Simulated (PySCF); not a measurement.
PySCF 2.14 output of an unrestricted BLYP calculation on a single atom or ion in aug-cc-pVTZ-X2C (7s6p4d2f, 59 functions), with scalar relativity by spin-free X2C-1e:

```
SCF conv_tol = 1e-09
number electrons alpha = 10  beta = 9
    A. D. Becke.,  Phys. Rev. A 38, 3098 (1988)
    C. Lee, W. Yang, and R. G. Parr.,  Phys. Rev. B 37, 785 (1988)
    B. Miehlich, A. Savin, H. Stoll, and H. Preuss.,  Chem. Phys. Lett. 157, 200 (1989)
cycle= 1 E= -602.150123556417  delta_E= -0.00325  |g|= 0.031  |ddm|= 19.9
cycle= 2 E= -602.150923408311  delta_E= -0.0008  |g|= 0.0311  |ddm|= 16.5
cycle= 3 E= -602.153165262748  delta_E= -0.00224  |g|= 0.00275  |ddm|= 4.98
cycle= 4 E= -602.153194022232  delta_E= -2.88e-05  |g|= 0.000396  |ddm|= 0.819
cycle= 5 E= -602.153194644645  delta_E= -6.22e-07  |g|= 1.4e-05  |ddm|= 0.148
cycle= 6 E= -602.153194646496  delta_E= -1.85e-09  |g|= 2.78e-06  |ddm|= 0.00601
cycle= 7 E= -602.153194646524  delta_E= -2.82e-11  |g|= 4.67e-08  |ddm|= 0.000835
converged SCF energy = -602.153194646524  <S^2> = 0.75001714  2S+1 = 2.0000171
```

The run itself started from symmetry-adapted Hartree-Fock orbitals and held the occupation by maximum overlap, on a logarithmic radial grid, so the iterations belong to that start.

Problem. Which element, charge and spin multiplicity is this?

Solution. K (potassium, neutral), multiplicity 2; the state was [Ar] 3d1, 2D determinant (an excited configuration).
